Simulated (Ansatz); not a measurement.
Consider the ligand exchange at the Al–F bond: `C=C[CH2][Al]([F])[F]` + HCl → `C=C[CH2][Al]([F])[Cl]` + H–F.

Program: Ansatz. Geometries: PBE0-D4/def2-TZVP. ΔE: electronic, gas phase. CCSD(T)/CBS adds triple-zeta CCSD(T) − MP2 to the extrapolated MP2 energy (def2 sets, frozen cores). This one scheme is used for every species. Functionals use def2-TZVPP. B3LYP here is the variant with VWN-RPA as its local correlation; programs differ in this. HSE06 is defined as in plane-wave codes. One conformer a species, not always the lowest.

`C=C[CH2][Al]([F])[F]`:

Z-matrix (Å, degrees):
```
C
C 1 1.492
Al 1 2.319 2 56.2
C 1 1.343 2 125.0 3 -65.3
H 1 1.088 2 116.5 3 104.7
H 2 1.085 1 113.8 3 -121.0
H 2 1.091 1 113.3 3 110.1
F 3 1.645 1 108.4 2 118.4
F 3 1.646 1 120.1 2 -102.2
H 4 1.087 1 121.8 2 -9.8
H 4 1.082 1 121.1 2 172.9
```

HCl:

```xyz
2

Cl   -0.517   -0.374    0.044
H     0.517    0.374   -0.044
```

`C=C[CH2][Al]([F])[Cl]`:

```xyz
11

C     0.394    0.516    1.348
C     0.859    0.385    0.093
C     0.623   -0.795   -0.783
Al   -1.232   -0.237   -0.633
F    -2.239   -1.067    0.373
Cl   -2.054    1.304   -1.781
H     0.496    1.450    1.886
H    -0.055   -0.316    1.884
H     1.292    1.264   -0.380
H     0.768   -1.750   -0.277
H     1.149   -0.755   -1.730
```

H–F:

```xyz
2

F     0.136   -0.229   -0.375
H    -0.136    0.229    0.375
```

(1) Is it downhill or uphill in electronic energy at CCSD(T)/CBS, and by how much? (An estimate is asked.)

(2) What do these levels give: r2SCAN-D4, r2SCAN0-D4, B3LYP, HSE06, LC-ωPBE, MP2/def2-QZVPP? (An estimate is asked.)

(3) What do rigid-rotor, harmonic-oscillator terms from PBE0-D4/def2-TZVP frequencies (298.15 K, 1 bar) make of the CCSD(T)/CBS value? (Best estimate.)

Largest T1 diagnostic among the species: 0.012.

Results:

(1) Computed: Uphill: ΔE = +18.8 kJ/mol.

(2) Computed: r2SCAN-D4 20.3, r2SCAN0-D4 16.8, B3LYP 29.3, HSE06 16.1, LC-ωPBE 22.1, MP2/def2-QZVPP 16.6 kJ/mol.

(3) The calculation gave: ΔZPE = +4.5 kJ/mol, ΔH = +24.0 kJ/mol, ΔS = -3 J/(mol·K), ΔG = +25.0 kJ/mol.

At CCSD(T), def2-SVP lies +8.4 kJ/mol from the extrapolated value and def2-TZVPP +3.0 kJ/mol. Leaving LDA and LC-ωPBE aside and taking each functional with its dispersion term where it has one, the values, not all of them listed here, spread over 14.2 kJ/mol, from HSE06-D4 to CAM-B3LYP-D4. From PBE to PBE0 (25 % exact exchange), in def2-TZVPP and without D4, ΔE moves by −4.0 kJ/mol.
